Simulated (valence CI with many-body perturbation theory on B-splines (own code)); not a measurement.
**Missing levels of Eu³¹⁺**

Level of theory: relativistic CI+MBPT: four valence electrons over a frozen Dirac-Fock core [Ar] 3d10, a basis of 11 s, 11 p, 10 d, 8 f, 5 g, 2 h functions for each j, with the one-electron correlation potential Σ1 (screened to all orders), the two-electron term Σ2, the three-electron term Σ3, Breit, model QED; selected single and double excitations, second order for the rest, scaled by the run's own slope (own B-spline code, finite nucleus).

No measured spectrum was set against this ion. As an estimate, large intervals hold to a few tenths of a per cent, small ones and those within an open d or f shell to about a per cent. Among the levels kept, up to 380 cm⁻¹ of a level comes from second order outside the variational space, and about a tenth of that is noise between levels of different J, which matters for small intervals.

| Level | E (eV) |
| --- | --- |
| (4s^2 4p1/2^2) J=0 | 0.00 |
| (4s^2 4p1/2 4p3/2) J=1 | 36.47 |
| (4s^2 4p1/2 4p3/2) J=2 | 39.78 |
| (4s^2 4p3/2^2) J=2 | ? |
| (4s^2 4p3/2^2) J=0 | 86.13 |
| (4s 4p1/2^2 4p3/2) J=2 | 105.69 |
| (4s 4p1/2^2 4p3/2) J=1 | ? |
| (4s 4p1/2 4p3/2^2) J=2 [a] | 139.23 |
| (4s 4p1/2 4p3/2^2) J=3 | 145.74 |
| (4s^2 4p1/2 4d3/2) J=2 | ? |
| (4s 4p1/2 4p3/2^2) J=0 | ? |
| (4s 4p1/2 4p3/2^2) J=1 [a] | ? |
| (4s 4p1/2 4p3/2^2) J=1 [b] | 160.57 |
| (4s 4p1/2 4p3/2^2) J=2 [b] | 161.10 |
| (4s^2 4p1/2 4d3/2) J=1 | 168.61 |
| (4s^2 4p1/2 4d5/2) J=3 | ? |
| (4s^2 4p1/2 4d5/2) J=2 | 170.72 |
| (4s 4p3/2^3) J=2 | 188.01 |
| (4s^2 4p3/2 4d3/2) J=1 | 197.69 |
| (4s^2 4p3/2 4d3/2) J=2 | 200.62 |

Levels are named by their leading jj configuration (3d3/2^4 stands for four electrons in 3d with j = 3/2), which in mixed levels can hold well under half, so a name can repeat and another be missing. Letters in brackets count levels of one name in rising energy.

Problem. The levels stand in rising order. What does the calculation give for the missing energies?

Solution. (4s^2 4p3/2^2) J=2 78.74; (4s 4p1/2^2 4p3/2) J=1 117.14; (4s^2 4p1/2 4d3/2) J=2 149.58; (4s 4p1/2 4p3/2^2) J=0 152.64; (4s 4p1/2 4p3/2^2) J=1 [a] 155.62; (4s^2 4p1/2 4d5/2) J=3 168.62.
